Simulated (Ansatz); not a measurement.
Si16OH28: single points at one geometry.

```yaml
crystal:
  periodic: [false, false, false]
  atoms:
    - {symbol: Si, position_ang: [-3.776824, 1.453013, -0.216310]}
    - {symbol: Si, position_ang: [-0.827059, -3.356457, 2.050322]}
    - {symbol: Si, position_ang: [1.665448, -2.887627, -0.521467]}
    - {symbol: O, position_ang: [-1.552646, -1.149342, -0.588789]}
    - {symbol: Si, position_ang: [-0.905547, 2.219003, 2.449598]}
    - {symbol: Si, position_ang: [0.840785, 0.867285, 1.601643]}
    - {symbol: Si, position_ang: [2.008185, 1.937687, -0.149645]}
    - {symbol: Si, position_ang: [-1.147863, 4.315331, -0.707600]}
    - {symbol: Si, position_ang: [4.539561, -1.119971, -0.184827]}
    - {symbol: Si, position_ang: [-2.117740, -1.669760, 1.046251]}
    - {symbol: Si, position_ang: [-2.756336, -0.205554, -1.533770]}
    - {symbol: Si, position_ang: [-2.397879, 3.047642, 0.832391]}
    - {symbol: Si, position_ang: [0.068346, -1.446136, -1.475431]}
    - {symbol: Si, position_ang: [0.187635, -4.532113, 0.285108]}
    - {symbol: Si, position_ang: [2.936261, -2.068787, 1.291465]}
    - {symbol: Si, position_ang: [0.575563, 3.036448, -1.674787]}
    - {symbol: Si, position_ang: [3.526002, 0.622292, -1.409057]}
    - {symbol: H, position_ang: [-4.627780, 2.134716, -1.264679]}
    - {symbol: H, position_ang: [-4.707261, 0.771302, 0.752538]}
    - {symbol: H, position_ang: [-1.900396, -4.094790, 2.816150]}
    - {symbol: H, position_ang: [0.138365, -2.715092, 3.003882]}
    - {symbol: H, position_ang: [2.125015, -3.370624, -1.895608]}
    - {symbol: H, position_ang: [-1.669629, 1.500094, 3.535985]}
    - {symbol: H, position_ang: [-0.296310, 3.456461, 3.065372]}
    - {symbol: H, position_ang: [0.212217, -0.427345, 1.145711]}
    - {symbol: H, position_ang: [1.740423, 0.583762, 2.769227]}
    - {symbol: H, position_ang: [2.753962, 3.051372, 0.551968]}
    - {symbol: H, position_ang: [-2.057098, 4.897376, -1.762543]}
    - {symbol: H, position_ang: [-0.551763, 5.452853, 0.084245]}
    - {symbol: H, position_ang: [5.220228, -1.960473, -1.249576]}
    - {symbol: H, position_ang: [5.661736, -0.436550, 0.570186]}
    - {symbol: H, position_ang: [-3.492069, -2.165992, 0.671780]}
    - {symbol: H, position_ang: [-2.303619, -0.375587, 1.788679]}
    - {symbol: H, position_ang: [-3.711125, -1.239082, -2.058971]}
    - {symbol: H, position_ang: [-1.945766, 0.367660, -2.654762]}
    - {symbol: H, position_ang: [-3.413199, 3.947920, 1.501842]}
    - {symbol: H, position_ang: [-0.524242, -1.953223, -2.769707]}
    - {symbol: H, position_ang: [0.429543, -0.006596, -1.702172]}
    - {symbol: H, position_ang: [-0.929685, -4.986488, -0.626214]}
    - {symbol: H, position_ang: [0.879869, -5.749178, 0.841137]}
    - {symbol: H, position_ang: [3.626271, -3.451587, 1.355741]}
    - {symbol: H, position_ang: [-0.079570, 2.044076, -2.605122]}
    - {symbol: H, position_ang: [1.415176, 3.951713, -2.533735]}
    - {symbol: H, position_ang: [2.715128, 0.066322, -2.561901]}
    - {symbol: H, position_ang: [4.467990, 1.632527, -2.025249]}
basis:
  gaussian: {orbitals: def2-SVP, fitting: {mean_field: def2-universal-jkfit}, initial_orbitals: start.molden}
hamiltonian: {xc: {text: "exchange = 0.50*pbe_x + 0.50*exact_x\ncorrelation = pbe_c"}}
scf: {omitted_lower_state_checks: [starts]}
output: {orbitals: {seedname: orbitals}}
```

The file start.molden holds the orbitals of an earlier run on this structure, at another level or in another basis.

```sh
$ ansatz run in.yaml --threads 2 --pin off --events-out ev --progress --plain --max-ram 32768MiB --backend cuda --devices 0, --max-vram 18GiB
```

Shortened log:

```
Functional definition: unnamed
2629 factors; integrals over basis functions are off by at most 3.3e-1 eV
mean field evaluation 1: about -128463.8717 eV, gradient 1.6e1 eV
mean field evaluation 2: about -128464.3735 eV, gradient 4.3e-1 eV
mean field evaluation 4: about -128464.3688 eV, gradient 1.4e-3 eV
mean field -128464.36884652 eV, -4720.9784788329 hartree, gradient 2.2e-5 eV, S^2 0.000000; 0 other end points of the search recorded, 0 dependent functions left out
reference -128464.36888673 eV, -4720.9784803108 hartree; 130, 130 occupied and 312, 312 virtual orbitals, 2629 factors
Total energy: -128464.36888673 eV, -4720.9784803108 hartree
Checks for a lower state left out: starts
```

Run time 19 s (2 threads of AMD EPYC 7R13 on a shared host and a share (18 GiB) of an NVIDIA H100 80GB HBM3).

As the first input, with `gaussian: {orbitals: def2-SVP, initial_orbitals: start.molden}`, `hamiltonian: {xc: pbe}`, `correlation: {method: rpa}` and without the key `output` (abridged; 24 s):

```
Functional definition: PBE
mean field -128436.99989075 eV, -4719.9726882597 hartree, gradient 2.2e-6 eV, S^2 0.000000
81 core orbitals not correlated: weight in the atoms' cores, before any rotation towards them, 1.000 or more for the frozen orbitals, at most 0.000 for the correlated occupied ones
Total energy: -128321.80443630 eV, -4715.7393333910 hartree
Checks for a lower state left out: starts
```

The first input with `gaussian: {orbitals: def2-TZVP, fitting: {mean_field: def2-universal-jkfit}, initial_orbitals: start.molden}`, `hamiltonian: {xc: {name: PBE-QIDH}}` and without the key `output` (abridged; 29 s):

```
Functional definition: PBE-QIDH
mean field -128435.17843261 eV, -4719.9057509078 hartree, gradient 1.3e-6 eV, S^2 0.000000
81 core orbitals not correlated: weight in the atoms' cores, before any rotation towards them, 1.000 or more for the frozen orbitals, at most 0.000 for the correlated occupied ones
second order -67.44551613 eV of doubles, -0.00000000 eV of singles
Total energy: -128457.66030311 eV, -4720.7319444100 hartree
Checks for a lower state left out: starts
```

First input, but with `gaussian: {orbitals: def2-SVP, initial_orbitals: start.molden}`, `correlation: {method: mp2}` and without the key `hamiltonian` (abridged; 21 s):

```
Functional definition: HF
mean field -128235.40636877 eV, -4712.5642629721 hartree, gradient 1.3e-6 eV, S^2 0.000000
81 core orbitals not correlated: weight in the atoms' cores, before any rotation towards them, 1.000 or more for the frozen orbitals, at most 0.000 for the correlated occupied ones
second order -48.64789519 eV of doubles, -0.00000000 eV of singles
Total energy: -128284.05426397 eV, -4714.3520401457 hartree
Checks for a lower state left out: starts
```

The first input with `hamiltonian: {xc: {text: "exchange = 0.65*pbe_x + 0.35*exact_x\ncorrelation = pbe_c"}}` (abridged; 22 s):

```
Functional definition: unnamed
mean field -128455.88165986 eV, -4720.6665804761 hartree, gradient 2.5e-5 eV, S^2 0.000000
Total energy: -128455.88171201 eV, -4720.6665823923 hartree
Checks for a lower state left out: starts
```

Geometry: PBE-D4/def2-SVP.

Correlated methods freeze 81 core orbitals. Single mean-field runs in def2-SVP, def2-TZVP are fitted with def2-universal-jkfit. A triplet lies near this restricted singlet, and broken spin symmetry wasn't tried.
